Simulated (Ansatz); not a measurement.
# CHGaPZn: structure from calculated spectroscopic constants

These gas-phase data were calculated for one isomer of CHGaPZn at PBE0-D3(BJ)/def2-SVP (harmonic, unscaled wavenumbers; equilibrium rotational constants with average atomic masses):

* rotational constants: 3.826, 1.572, 1.114 GHz
* all wavenumbers above 1500 cm⁻¹: 3098

Candidates:

(1) `[CH]1=[P][Zn][Ga]1`, a doublet
(2) `[CH]1=[P][Ga][Zn]1`, a doublet

Problem. Which structure fits? Where the bands don't settle it, estimate the moments of inertia from typical bond lengths.

Solution. Candidate (2). The rotational constants decide: (1) would give 3.044, 1.806, 1.133 GHz.

The same quantities for all candidates:

```
     rotational constants (GHz)  wavenumbers above 1500 cm⁻¹  E above the lowest, PBE0-D3(BJ)/def2-SVP (kcal/mol)
(1)         3.044, 1.806, 1.133                         3107                                                  0.0
(2)         3.826, 1.572, 1.114                         3098                                                  1.4
```

Open shells are spin-unrestricted. Programs: Ansatz 0.2.0.
